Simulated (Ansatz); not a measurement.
```yaml
crystal:
  periodic: [false, false, false]
  atoms:
    - {symbol: C, position_ang: [-0.637471, 1.593782, 0.145423]}
    - {symbol: B, position_ang: [0.055716, 0.599212, -0.513310]}
    - {symbol: C, position_ang: [0.716949, -1.023914, 0.437879]}
    - {symbol: O, position_ang: [0.770742, -2.280347, -0.251050]}
    - {symbol: H, position_ang: [-1.545327, 1.448353, 0.227534]}
    - {symbol: H, position_ang: [-0.165201, 1.610281, 0.983032]}
    - {symbol: H, position_ang: [0.028984, 2.379027, -0.303299]}
    - {symbol: H, position_ang: [-0.490469, -0.073186, -1.749420]}
    - {symbol: H, position_ang: [0.059907, -1.292360, 1.169457]}
    - {symbol: H, position_ang: [1.306006, -0.482177, 0.644406]}
    - {symbol: H, position_ang: [0.410159, -2.141876, -1.511406]}
basis:
  gaussian: {orbitals: x2c-TZVPPall, fitting: {mean_field: cc-pVTZ-jkfit}}
hamiltonian: {xc: {name: PBE}, dispersion: d3bjatm}
relax: {f_tol: 0.001, max_steps: 2}
```

```sh
$ ansatz run in.yaml --threads 2 --pin off --events-out ev --progress --plain --max-ram 4352MiB
```

Output, abridged:

```
Functional definition: PBE
526 factors; integrals over basis functions are off by at most 7.4e-1 eV
mean field evaluation 1: about -4880.2971 eV, gradient 9.4e1 eV
mean field evaluation 2: about -4790.1889 eV, gradient 1.8e2 eV
mean field evaluation 4: about -4898.9654 eV, gradient 1.8e1 eV
mean field evaluation 8: about -4899.9857 eV, gradient 3.5e-1 eV
mean field evaluation 16: about -4899.9891 eV, gradient 1.3e-4 eV
mean field -4899.98910059 eV, -180.0712781147 hartree, gradient 4.5e-5 eV, S^2 0.000000; 0 other end points of the search recorded, 0 dependent functions left out
reference -4899.98914368 eV, -180.0712796983 hartree; 16, 16 occupied and 206, 206 virtual orbitals, 526 factors
relax step   1: F+E_penalty+E_count = -4900.19124000 eV  Δ(F+E_penalty+E_count) = +0.000e0 eV  max|allowed force component| = 1.641e1 eV/Å  Δτ_max = 0.0000 Å  (29 SCF iters, accepted)
526 factors; integrals over basis functions are off by at most 7.2e-1 eV
mean field -4906.08723562 eV, -180.2953804437 hartree, gradient 2.4e-5 eV, S^2 0.000000; 0 other end points of the search recorded, 0 dependent functions left out
reference -4906.08727794 eV, -180.2953819989 hartree; 16, 16 occupied and 206, 206 virtual orbitals, 526 factors
relax step   2: F+E_penalty+E_count = -4906.25658866 eV  Δ(F+E_penalty+E_count) = -6.065e0 eV  max|allowed force component| = 6.633e0 eV/Å  Δτ_max = 0.1915 Å  (34 SCF iters, accepted)
Error: geometry relaxation did not converge after 2 steps: max|allowed force component| = 6.63e0 eV/Å (threshold 1.0e-3). Raise `relax.max_steps` over both its present limit and 2, loosen `relax.f_tol`, or start from a geometry closer to equilibrium. Where this run's directory can be resumed (`checkpoint.write`), a resume goes on for up to `relax.max_steps` more
```

Problem. What is wrong with this run?

Solution. The relaxation is allowed too few steps for its threshold. No converged result was reached.
